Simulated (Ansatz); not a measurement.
BrHMgO, SMILES `[OH][Mg][Br]`, relaxed with RKS PBE0-D4/def2-TZVP in Ansatz from a PBE-D4/def2-SVP geometry. The force threshold is 0.005 eV/Å; the program also tests the step.

Charge 0, multiplicity 1.

Start:

```xyz
4

O     0.341    1.174   -0.422
Mg   -0.051   -0.431    0.271
Br   -0.457   -2.501    1.323
H     0.167    1.757   -1.171
```

Question: By how much does the energy fall, and how many steps does the optimiser take? (Estimate.)

Answer: Ansatz gave: 2.08 kJ/mol, in 12 steps, 3 of them rejected.

Question: Which bonds change most? (An estimate is asked.)

Answer: Computed: O1–Mg2 from 1.791 to 1.750 Å; Mg2–Br3 from 2.357 to 2.327 Å; O1–H4 from 0.965 to 0.947 Å.

Question: Give the relaxed structure. (Best estimate.)

Answer: Ansatz gave: 
```xyz
4

O     0.231    1.085   -0.522
Mg   -0.068   -0.451    0.262
Br   -0.426   -2.476    1.350
H     0.263    1.842   -1.089
```
